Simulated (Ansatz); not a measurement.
An input meant for Cd₅Te₄I₂, a halide-capped cluster cut from zinc blende CdTe (2 I on the cations) (charge 0, singlet; atoms displaced at random, 0.08 Å in each coordinate).

```yaml
crystal:
  periodic: [false, false, false]
  atoms:
    - {symbol: Cd, position_ang: [0.637346, -3.115968, -0.481702]}
    - {symbol: Cd, position_ang: [0.703390, -0.561985, -2.919085]}
    - {symbol: Cd, position_ang: [-1.971561, -1.051565, -1.126744]}
    - {symbol: Cd, position_ang: [0.047076, -0.551784, 2.359247]}
    - {symbol: Cd, position_ang: [0.009572, 2.384057, -0.540393]}
    - {symbol: Te, position_ang: [-0.791180, -2.868176, -2.942356]}
    - {symbol: Te, position_ang: [1.674211, -2.767900, 1.653528]}
    - {symbol: Te, position_ang: [1.918032, 1.736892, -2.637056]}
    - {symbol: Te, position_ang: [-2.048393, 0.796138, 0.842829]}
    - {symbol: I, position_ang: [0.016193, 1.061814, 4.437164]}
    - {symbol: I, position_ang: [-0.004724, 4.641052, 1.050746]}
basis:
  gaussian: {orbitals: def2-mTZVP}
magnetization: {spin_polarized: true, initial_magnetization: 8}
hamiltonian: {xc: {name: r2SCAN50}, dispersion: d3bj}
output: {forces: true}
```

```sh
$ ansatz run in.yaml --threads 2 --pin off --events-out ev --progress --plain --max-ram 32768MiB --backend cuda --devices 0, --max-vram 18GiB
```

Shortened log:

```
Warning: the engine holds no damping parameters fitted to this dispersion correction and functional, so the run takes those fitted to r2scan50 beside the three-body term, which d3bj leaves out (hamiltonian.dispersion, under Limitations)
Functional definition: r2SCAN50
4227 factors; integrals over basis functions are off by at most 8.5e-5 eV
mean field evaluation 1: about -68198.8809 eV, gradient 2.3e1 eV
mean field evaluation 2: about -68181.9394 eV, gradient 4.8e1 eV
mean field evaluation 4: about -68202.9787 eV, gradient 3.1e0 eV
mean field evaluation 8: about -68204.2898 eV, gradient 1.7e0 eV
mean field evaluation 16: about -68204.4714 eV, gradient 2.0e-1 eV
mean field evaluation 32: about -68204.4839 eV, gradient 2.6e-2 eV
mean field evaluation 64: about -68204.2222 eV, gradient 2.4e0 eV
mean field -68204.48445767 eV, -2506.4685731594 hartree, gradient 8.0e-6 eV, S^2 20.063092; 6 other end points of the search recorded, 0 dependent functions left out
reference -68204.48447260 eV, -2506.4685737080 hartree; 127, 119 occupied and 254, 262 virtual orbitals, 4227 factors
Total energy: -68205.10049491 eV, -2506.4912121105 hartree
Atom 0 at     0.637346    -3.115968    -0.481702 Å, force    -1.815020     0.188455    -4.555379 eV/Å
Atom 1 at     0.703390    -0.561985    -2.919085 Å, force    -0.176369    -1.225488     0.858469 eV/Å
Atom 2 at    -1.971561    -1.051565    -1.126744 Å, force    -0.512069    -0.724896    -0.827981 eV/Å
Atom 3 at     0.047076    -0.551784     2.359247 Å, force     0.111839    -0.421889     0.043757 eV/Å
Atom 4 at     0.009572     2.384057    -0.540393 Å, force    -0.022397     0.107934    -0.617627 eV/Å
Atom 5 at    -0.791180    -2.868176    -2.942356 Å, force     0.261100    -1.282040    -0.330679 eV/Å
Atom 6 at     1.674211    -2.767900     1.653528 Å, force     2.560967    -0.817549     3.285117 eV/Å
Atom 7 at     1.918032     1.736892    -2.637056 Å, force     1.371588     1.184620    -0.821006 eV/Å
Atom 8 at    -2.048393     0.796138     0.842829 Å, force    -1.486001     1.865287     1.738958 eV/Å
Atom 9 at     0.016193     1.061814     4.437164 Å, force    -0.167678     0.824327     0.698279 eV/Å
Atom 10 at    -0.004724     4.641052     1.050746 Å, force    -0.125959     0.301238     0.528093 eV/Å
Dipole moment:     0.370486    -0.641351    -0.511274 e Å
```

Problem. Something in this input is off. What?

Solution. The spin is set far too high (8 unpaired electrons typed, 0 in the singlet as meant). The calculation finished and met its thresholds. The result belongs to that input, not to the species as meant.
